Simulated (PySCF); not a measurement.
Cl2GeH4OSi, SMILES O[Si](Cl)(Cl)[GeH3]. Atoms are numbered in the order given.

```xyz
9

O      0.7859     1.9517     0.0000
Si     0.5273     0.3238     0.0000
Cl     1.4186    -0.5342    -1.6517
Cl     1.4186    -0.5342     1.6517
Ge    -1.7747    -0.1126     0.0000
H      1.6954     2.2726     0.0000
H     -2.4171     0.4896     1.2556
H     -1.9739    -1.6333     0.0000
H     -2.4171     0.4896    -1.2556
```
Charge 0, spin multiplicity 1.

The structure is a stationary point at ωB97X-D3(BJ)/def2-SVP. This is a generated structure with no PubChem entry under its InChIKey; it may be hypothetical. Other conformers were not sampled.

Two levels are set side by side: PBE/pcSseg-1 (PySCF) and KT2/pcSseg-1 (PySCF). GIAO shifts against GeH4 (⁷³Ge), H2O (¹⁷O), HCl (³⁵Cl), TMS (²⁹Si), TMS (¹H) at the same level; non-relativistic, no solvent, atoms listed together averaged. Without spin–orbit terms, shifts of atoms bonded to Cl or Br come out too high at both levels. Differences are taken from unrounded values.

```json
[
 {"quantity": "δ(¹⁷O) of O1 (ppm)", "PBE": "114.5"},
 {"quantity": "δ(²⁹Si) of Si2 (ppm)", "PBE": "21.1"},
 {"quantity": "δ(³⁵Cl) of Cl3, Cl4 (ppm)", "PBE": "188.9"},
 {"quantity": "δ(⁷³Ge) of Ge5 (ppm)", "PBE": "3.5"},
 {"quantity": "δ(¹H) of H6 (ppm)", "PBE": "3.10"}
]
```

### Question
These are the PBE values. What does KT2 give? (The exact figures need the calculation; the answer reports its results.)

### Answer

```csv
quantity,KT2,PBE minus KT2
δ(¹⁷O) of O1 (ppm),112.4,2.1
δ(²⁹Si) of Si2 (ppm),20.9,0.2
"δ(³⁵Cl) of Cl3, Cl4 (ppm)",191.2,-2.3
δ(⁷³Ge) of Ge5 (ppm),2.7,0.8
δ(¹H) of H6 (ppm),3.16,-0.06
```

Rough cost on one machine, each run with all the roots and properties that it gave: KT2 against PBE within a factor of 2.
